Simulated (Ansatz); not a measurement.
GaCl, closed-shell singlet (the spin of the measured ground state), most abundant isotopes (34.9689 and 68.9256 u). Constants from fifth-degree fits in 1/R to seven points on the lowest solution found; no spin–orbit coupling, no relativity up to Kr; ω_e x_e and α_e move by some per cent with the fit.

Correlated levels freeze the inner cores; with def2 sets outer-core shells near the valence are correlated too.

Codes used: Ansatz (Gaussian orbitals). 

Total energies (hartree; each atom in its lowest state at that level) and vibrational constants (cm⁻¹):

```
level               E(GaCl) at r_e        E(Cl)         E(Ga)  ω_e  ω_e x_e
------------------  --------------  -----------  ------------  ---  -------
PBE/def2-TZVPP        -2384.656126  -459.958430  -1924.515154  354      1.2
B3LYP/def2-TZVPP      -2385.202594  -460.167005  -1924.861111  352      1.2
wB97M-V/def2-TZVPP    -2385.010293  -460.125172  -1924.704503  368      1.3
CCSD(T)/def2-QZVPP    -2383.555670  -459.695345  -1923.681277  372      1.2
```

Question: Work out D_e and D₀ in eV.

Answer: 
D_e = E(Cl) + E(Ga) − E(molecule), times 27.2114 eV; D₀ = D_e − (ω_e/2 − ω_e x_e/4)/8065.54.
- PBE/def2-TZVPP: D_e = 4.967, zero point 0.022, D₀ = 4.945 eV
- B3LYP/def2-TZVPP: D_e = 4.748, zero point 0.022, D₀ = 4.726 eV
- wB97M-V/def2-TZVPP: D_e = 4.915, zero point 0.023, D₀ = 4.892 eV
- CCSD(T)/def2-QZVPP: D_e = 4.872, zero point 0.023, D₀ = 4.849 eV
No counterpoise correction is made.

Ansatz is a program for electronic structure.
